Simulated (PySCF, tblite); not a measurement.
C8H12OSi.
Geometry (GFN2-xTB, Å), atoms numbered from 1 in this order:
```
atom  x, y, z in Å
C1     2.4984    1.8976    0.5350
C2     2.0776    0.7171    0.0849
C3     2.7367   -0.5525    0.3442
C4     2.1227   -1.5968   -0.2129
O5     0.9922   -1.3823   -0.9322
Si6    0.6058    0.2378   -1.0053
C7    -1.1294    0.5373   -0.3092
C8    -2.2902   -0.2442   -0.9592
C9    -2.8234   -0.5869    0.4375
C10   -1.5073   -0.0903    1.0496
H11    3.3869    1.9918    1.1411
H12    1.9719    2.8094    0.3117
H13    3.6313   -0.6346    0.9358
H14    2.4228   -2.6313   -0.1570
H15    0.7310    0.6400   -2.4076
H16   -1.3466    1.6054   -0.3100
H17   -2.9531    0.3357   -1.5985
H18   -1.9528   -1.1219   -1.5060
H19   -3.0666   -1.6332    0.6119
H20   -3.6777    0.0249    0.7226
H21   -1.5945    0.6022    1.8846
H22   -0.8462   -0.9058    1.3381
```

Theory: PBE0/pcSseg-1 in PySCF (dipole) on a GFN2-xTB geometry, gas phase.

Take the most abundant isotopes and a rigid rotor. The values belong to one conformer with, in the numbering `[CH2:1]=[C:2]1[CH:3]=[CH:4][O:5][Si@H:6]1[CH:7]1[CH2:8][CH2:9][CH2:10]1`, O5–Si6–C7–C8 -57°, C1–C2–C3–C4 180°, C3–C4–O5–Si6 2°, C4–O5–Si6–C7 -122°, Si6–C7–C8–C9 134°.

(1) What are A, B and C (MHz)?

(2) What kind of rotor is it?

(3) What does the inertial defect say?

(4) Give the other two planar moments, Paa and Pbb, and the rms extents of the mass along the axes.

(5) Predict some low-J microwave lines.

(6) Estimate the classical rotational partition function at 25 K, 50 K and 500 K.

## Answers

(1) Ia = 236.85, Ib = 640.75, Ic = 716.31 u·Å²; 505379 MHz·u·Å²/I gives A = 2134, B = 788.7, C = 705.5 MHz.

(2) An asymmetric top; Ray's κ = -0.883.

(3) Not planar: Δ = Ic − Ia − Ib = -161.29 u·Å². For a rigid frame Δ = −2 Σ m c², so Σ m c² = 80.65 u·Å² lies off the ab plane: 20.17 from hydrogen and 60.48 from heavier atoms. The atom farthest from that plane is 2.32 Å away.

(4) Paa = Σ m a² = (Ib + Ic − Ia)/2 = 560.10 and Pbb = Σ m b² = (Ia + Ic − Ib)/2 = 156.21 u·Å². With the mass M = 152.07 u, the rms extents √(P/M) along a, b and c are 1.92, 1.01, 0.73 Å.

(5) The dipole components are |μa| = 0.58 D, |μb| = 0.73 D, |μc| = 0.41 D. The squared components, which scale the intensities, stand as 0.63 : 1.00 : 0.31 (a : b : c). Some lines, for components of 0.1 D or more:

| type | branch | J(Ka,Kc) | MHz | lower level (cm⁻¹) |
| --- | --- | --- | --- | --- |
| b | R | 3(1,2) ← 2(2,1) | 570 | 0.335 |
| c | Q | 2(1,2) ← 2(0,2) | 1266 | 0.149 |
| c | Q | 1(1,1) ← 1(0,1) | 1345 | 0.050 |
| b | Q | 2(1,1) ← 2(0,2) | 1515 | 0.149 |
| b | Q | 3(1,2) ← 3(0,3) | 1652 | 0.298 |
| b | R | 1(1,1) ← 0(0,0) | 2839 | 0.000 |
| a | R | 2(1,2) ← 1(1,1) | 2905 | 0.095 |
| c | R | 1(1,0) ← 0(0,0) | 2922 | 0.000 |
| a | R | 2(0,2) ← 1(0,1) | 2985 | 0.050 |
| b | R | 3(0,3) ← 2(1,2) | 3202 | 0.192 |
| b | Q | 2(2,0) ← 2(1,1) | 4039 | 0.200 |
| b | R | 2(1,2) ← 1(0,1) | 4250 | 0.050 |
| b | Q | 2(2,1) ← 2(1,2) | 4285 | 0.192 |
| a | R | 3(1,3) ← 2(1,2) | 4356 | 0.192 |
| b | Q | 3(2,2) ← 3(1,3) | 4412 | 0.337 |
| a | R | 3(0,3) ← 2(0,2) | 4468 | 0.149 |
| a | R | 3(2,1) ← 2(2,0) | 4498 | 0.335 |
| a | R | 3(1,2) ← 2(1,1) | 4605 | 0.200 |
| b | R | 3(1,3) ← 2(0,2) | 5621 | 0.149 |
| b | Q | 3(3,0) ← 3(2,1) | 6917 | 0.485 |
| c | R | 2(2,0) ← 1(1,0) | 7111 | 0.097 |
| c | R | 2(2,1) ← 1(1,1) | 7190 | 0.095 |
| b | R | 2(2,0) ← 1(1,1) | 7194 | 0.095 |
| b | R | 3(3,1) ← 2(2,0) | 11414 | 0.335 |
| c | R | 3(3,0) ← 2(2,0) | 11415 | 0.335 |
| c | R | 3(3,1) ← 2(2,1) | 11418 | 0.335 |
| b | R | 3(3,0) ← 2(2,1) | 11418 | 0.335 |

(6) Point group C1, symmetry number σ = 1; q = (√π/σ)·√((kT/h)³/(ABC)), k/h = 20836.6 MHz/K: 19300 at 25 K, 54700 at 50 K, 1730000 at 500 K.

Its GFN2-xTB frequencies are all real (lowest 18 cm⁻¹). These are rigid-rotor constants of the computed structure; measured ground-state constants (B0) also hold zero-point vibration.

On one thread, Arm Neoverse V1 (aarch64), on a shared host, this took 54 s of wall time and 0.99 GiB of memory at its peak. This is the PBE0/pcSseg-1 job that gave the dipole, with the shieldings it also computed.
